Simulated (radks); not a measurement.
Problem. The mean radii <r> (bohr) of the occupied orbitals of an atom or ion are listed with their occupations. Method: Dirac Kohn-Sham, LDA (Slater exchange, Perdew-Wang correlation), spin-unpolarised, spherical densities, finite nucleus; Fermi nuclear charge, rms radius of each element as measured or else 0.836 A^(1/3) + 0.57 fm; computed with a radial shooting solver on a logarithmic mesh with Libxc functionals.

| orbital | occ. | <r> |
|---|---|---|
| 1s1/2 | 2 | 0.02320 |
| 2s1/2 | 2 | 0.09853 |
| 2p1/2 | 2 | 0.08248 |
| 2p3/2 | 4 | 0.08900 |
| 3s1/2 | 2 | 0.2605 |
| 3p1/2 | 2 | 0.2500 |
| 3p3/2 | 4 | 0.2627 |
| 3d3/2 | 4 | 0.2341 |
| 3d5/2 | 6 | 0.2380 |
| 4s1/2 | 2 | 0.5909 |
| 4p1/2 | 2 | 0.6051 |
| 4p3/2 | 4 | 0.6332 |
| 4d3/2 | 4 | 0.6739 |
| 4d5/2 | 6 | 0.6837 |
| 5s1/2 | 2 | 1.350 |
| 5p1/2 | 2 | 1.469 |
| 5p3/2 | 3 | 1.534 |
| 4f5/2 | 3 | 0.8521 |

Name the element and its charge. Open shells, if any, fill j = l - 1/2 first.

Solution. Z = 61, promethium, charge +5: Pm5+ in [Kr] 4d10 4f3 5s2 5p5. The 1s radius gives Z: for a bare nucleus <r> = (2 gamma + 1)/(2Z) with gamma = sqrt(1 - (Z/c)^2), 0.02288 bohr for Z = 61, and screening makes it slightly larger (0.02320 here). The occupations add up to 56, and the charge is Z minus that.
